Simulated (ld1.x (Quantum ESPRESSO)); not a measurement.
chromium (Cr): from the effect back to the setting (PAW)

Base potential:

ld1.x (Quantum ESPRESSO) 7.5 input, shortened:

```
&input
   title='Cr', zed=24., rel=1, dft='BLYP', iswitch=3,
   config='[Ar] 3d5 4s1 4p0'
 /
 &inputp
   pseudotype=3, lpaw=.true., tm=.true., lloc=-1, rcloc=3.55,
   nlcc=.true., new_core_ps=.true.,
   which_augfun='GAUSS', rmatch_augfun=1.15
 /
6
4S  1  0   1.00   0.00  2.40  3.10  0.0
4S  1  0   0.00   0.65  2.40  3.10  0.0
4P  2  1   0.00   0.00  2.95  3.55  0.0
4P  2  1   0.00   2.60  2.95  3.55  0.0
3D  3  2   5.00   0.00  1.00  1.30  0.0
3D  3  2   0.00   0.15  1.00  1.30  0.0
 &test
   configts(1)='3d5 4s1 4p0'
 /
```

Cutoffs, loose and tight: the cutoffs (Ry, on a coarse ladder) from which the occupation-weighted sum of valence levels, in a spherical-Bessel basis at the reference potential, stays within 10 and 1 mRy of its value at 400 Ry. They do not see the model core or the augmentation charge, which bear on the density cutoff. Test errors are all-electron minus pseudo excitation energies from the reference, over the configurations 3d5 4s0 4p0; 3d4 4s0 4p0; 3d3 4s0 4p0; 3d5 4s0.5 4p0; 3d4 4s1 4p1; 3d4 4s1 4p0; 3d6 4s0 4p0; variants that change the core or the reference have their own tests. The largest error is taken over the tests solved by every variant that gives reliable tests at all, those not shown here included: 3d3 4s0 4p0; 3d4 4s0 4p0; 3d4 4s1 4p0; 3d4 4s1 4p1; 3d5 4s0 4p0; 3d5 4s0.5 4p0.

Only the scale of all radii but the core radius (base = 1) is moved (2 further runs of the sweep failed or gave no value and are left out):

```json
{"scale of all radii but the core radius (base = 1)": "0.9", "cutoff, loose": "80 Ry", "cutoff, tight": "140 Ry", "bound ghosts": "none", "largest test error (meV)": "-927"}
{"scale of all radii but the core radius (base = 1)": "1.09", "cutoff, loose": "50 Ry", "cutoff, tight": "90 Ry", "bound ghosts": "none", "largest test error (meV)": "-1016"}
{"scale of all radii but the core radius (base = 1)": "1.26", "cutoff, loose": "40 Ry", "cutoff, tight": "60 Ry", "bound ghosts": "none", "largest test error (meV)": "-1431"}
{"scale of all radii but the core radius (base = 1)": "1.35", "cutoff, loose": "35 Ry", "cutoff, tight": "50 Ry", "bound ghosts": "none", "largest test error (meV)": "-1599"}
```

**Question.** One more run gave cutoff, loose: 70 Ry; cutoff, tight: 110 Ry; bound ghosts: none; largest test error (meV): -951. Which value of the scale of all radii but the core radius (base = 1) was used?

**Answer.** 0.96. The loose cutoff moves one way along this sweep, from 80 Ry at 0.9 to 35 Ry at 1.35, which places the run between 0.9 and 1.09.
